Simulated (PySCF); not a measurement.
Correlation energy of Pd²⁺ (palladium, charge +2)

[Kr] 4d8, high-spin 3F determinant. Calculation: PySCF 2.14, in x2c-TZVPPall; scalar relativity by spin-free X2C-1e. Frozen: [Ar] 3d10; 16 electrons correlated.

MP2 pair energies summed by pair of shells (mhartree):

| pair | energy | share (%) |
| --- | --- | --- |
| 4d-4d | -210.99 | 42.7 |
| 4p-4d | -171.77 | 34.8 |
| 4p-4p | -51.13 | 10.3 |
| 4s-4d | -30.49 | 6.2 |
| 4s-4p | -25.61 | 5.2 |
| 4s-4s | -4.30 | 0.9 |

Total MP2 correlation energy: -494.28 mhartree.

Same-spin part -156.32 and opposite-spin part -337.97 mhartree; SCS-MP2 scales them by 1/3 and 6/5 to -457.67 mhartree.

This basis was not built for core-valence correlation, so the inner-shell part is incomplete.
